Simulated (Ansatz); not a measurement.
Breaking the Se3–H4 bond in CdFHSe (SMILES [F][Cd][SeH]) (multiplicity 1 held, fragments rigid). Energies count from the point at 1.473 Å.
Geometry at that point (charge 0, multiplicity 1):
```xyz
4

Cd     0.41821    -0.53976     0.29033
F      1.52317    -1.95749     1.06506
Se    -0.97101     1.21880    -0.70555
H     -0.76840     2.08677     0.46765
```

Restricted levels (R-, RO-) in cc, def2 and unpolarised 6-31G sets keep to the state of the molecule at rest. U- levels take the lowest unrestricted solution at each point, which mixes spins at long bonds. Active spaces are followed from a long bond inwards. Curves can end on different states.

Frozen-core correlation. Filled d and f shells under p-block atoms count as core.

The values were computed with Ansatz (Gaussian basis) for Hartree–Fock, density functionals and correlated methods. Each number belongs to the level named beside it. In def2 rows elements past Kr take small-core potentials, without spin–orbit coupling.

| level | energy at R = 4.715 Å (kcal/mol) |
|---|---|
| U-r2SCAN/def2-TZVPP | 83.22 |
| R-B3LYP/def2-TZVPP | ? |
| U-B3LYP/def2-TZVPP | 82.86 |
| U-MP2/def2-TZVPP | 82.06 |
| R-SCS-MP2/def2-TZVPP | ? |
| U-CCSD/def2-TZVPP | 81.79 |
| U-CCSD(T)/def2-TZVPP | 82.91 |
| FIC-NEVPT4(SD) on CASSCF(4,3)/def2-TZVPP | 82.04 |
| FIC-MRCISD+Q on CASSCF(4,3)/def2-TZVPP | 82.31 |

**Question.** Fill in the missing entries.

**Answer.** 
- R-B3LYP/def2-TZVPP, energy at R = 4.715 Å (kcal/mol): 125.07
- R-SCS-MP2/def2-TZVPP, energy at R = 4.715 Å (kcal/mol): 90.02

Doubts at one or more of the structures used: a spin-contaminated determinant (U-r2SCAN/def2-TZVPP, U-B3LYP/def2-TZVPP, U-MP2/def2-TZVPP, U-CCSD/def2-TZVPP, U-CCSD(T)/def2-TZVPP); a restricted determinant that unrestricted orbitals would lower (R-B3LYP/def2-TZVPP, R-SCS-MP2/def2-TZVPP); active orbitals that take no part (FIC-NEVPT4(SD) on CASSCF(4,3)/def2-TZVPP, FIC-MRCISD+Q on CASSCF(4,3)/def2-TZVPP).

Ansatz is a program for electronic structure.
